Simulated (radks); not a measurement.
Q: Species: the germanium ion Ge3+. Configuration: [Ar] 3d10 4s1 (the NIST ground configuration). All-electron calculation, Dirac Kohn-Sham, BLYP, spin-unpolarised, spherical densities, finite nucleus; Fermi nuclear charge, rms radius 4.0742 fm. Program: a radial shooting solver on a logarithmic mesh with Libxc functionals. Some entries of the table are withheld. Estimate them.

orbital  occ.  eigenvalue (hartree)  <r^2> (bohr^2)  <r> (bohr)
1s1/2       2             -404.0692             (1)     0.04700
2s1/2       2             -51.65261         0.05198      0.2098
2p1/2       2             -46.09508         0.04033      0.1812
2p3/2       4             -44.92246         0.04182      0.1848
3s1/2       2              -7.42914          0.4493      0.6240
3p1/2       2              -5.59650          0.4811      0.6392
3p3/2       4              -5.43882          0.4972      0.6499
3d3/2       4              -2.32875          0.6627      0.7226
3d5/2       6              -2.30694          0.6717      0.7274
4s1/2       1                   (2)           3.874       1.850

A: 
(1) 1s1/2 <r^2> (bohr^2): 0.002973
(2) 4s1/2 eigenvalue (hartree): -1.49515
